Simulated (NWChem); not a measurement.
System: CH5BClN; SMILES CB(N)Cl

```xyz
9

B     -0.0635    -0.4183     0.0013
Cl     0.0691     1.3680     0.0001
C      1.2479    -1.2808     0.0002
H      1.8459    -1.0599    -0.8991
H      1.0592    -2.3648     0.0302
H      1.8817    -1.0153     0.8617
N     -1.3474    -0.9570     0.0000
H     -1.5177    -1.9537     0.0006
H     -2.1829    -0.3867    -0.0021
```
Atoms are numbered in this order, from 1.

Program: NWChem. Coordinates come from a PBE0/def2-SVP optimisation. Ions are spin-unrestricted doublets at the neutral geometry; other ion states weren't tried.

For level PBE/def2-SVP:

```yaml
"−ε(HOMO) (eV)": 6.54
```

Task: How do the values read with level CAM-B3LYP/def2-SVP instead?

Result: The −ε(HOMO) (eV) is 9.33.
